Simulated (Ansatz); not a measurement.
`[F][In]([Cl])[Cl]` + `[SiH3]N[SiH3]` → `[F][In]([Cl])[N]([SiH3])[SiH3]` + HCl at 400 K and 1 bar (ligand exchange at the In–Cl bond).

Computed with Ansatz on PBE0-D4/def2-TZVP structures; ΔE is electronic, products minus reactants. CCSD(T)/CBS adds triple-zeta CCSD(T) − MP2 to the extrapolated MP2 energy (def2 sets, frozen cores). This one scheme is used for every species. def2 core potentials past Kr. For In outer-core shells are correlated without core-valence functions, which leaves a few kJ/mol of doubt a bond. Each species was taken in one conformer, which may not be the lowest.

```json
{"species": "`[F][In]([Cl])[Cl]`", "CCSD(T)/CBS energy (Eh)": "-1209.28900", "H − E (kJ/mol)": "35.7", "S (J/(mol·K))": "362.0"}
{"species": "`[SiH3]N[SiH3]`", "CCSD(T)/CBS energy (Eh)": "-637.10515", "H − E (kJ/mol)": "203.4", "S (J/(mol·K))": "366.7"}
{"species": "`[F][In]([Cl])[N]([SiH3])[SiH3]`", "CCSD(T)/CBS energy (Eh)": "-1385.98629", "H − E (kJ/mol)": "203.7", "S (J/(mol·K))": "514.1"}
{"species": "HCl", "CCSD(T)/CBS energy (Eh)": "-460.38127", "H − E (kJ/mol)": "29.6", "S (J/(mol·K))": "195.4"}
```

H − E and S are ideal-gas, rigid-rotor, harmonic terms from PBE0-D4/def2-TZVP, for one conformer and one mirror image of each species. 1 Eh = 2625.50 kJ/mol, R = 8.31446 J/(mol·K).

By hand: ΔE, ΔH, ΔS and ΔG.

ΔE = (-1385.98629) + (-460.38127) − (-1209.28900) − (-637.10515) = 0.02659 Eh = 69.8 kJ/mol. Δ(H − E) = 203.7 + 29.6 − 35.7 − 203.4 = -5.8, so ΔH = 64.0 kJ/mol. ΔS = 514.1 + 195.4 − 362.0 − 366.7 = -19.2 J/(mol·K). ΔG = 64.0 − 400 × (-19.2)/1000 = 71.7 kJ/mol.

By hand: the equilibrium constant, and the temperature at which ΔG would vanish if ΔH and ΔS stayed fixed.

log₁₀ K = −ΔG/(RT ln 10) = -9.4. ΔH and −TΔS have one sign here, so there is no such temperature.

ΔH outweighs TΔS. A doubt of 5 kJ/mol in ΔE shifts log₁₀ K by 0.7 here. Other conformers and mirror images would add mixing entropy, several J/(mol·K) or more a flexible species. Modes under 60 cm⁻¹, often nearly free rotors, make the harmonic entropy too high. These are equilibria of isolated gas molecules and say nothing of rates. Largest T1 diagnostic: 0.015 (customary marks: 0.02 for closed shells, 0.045 for open ones).
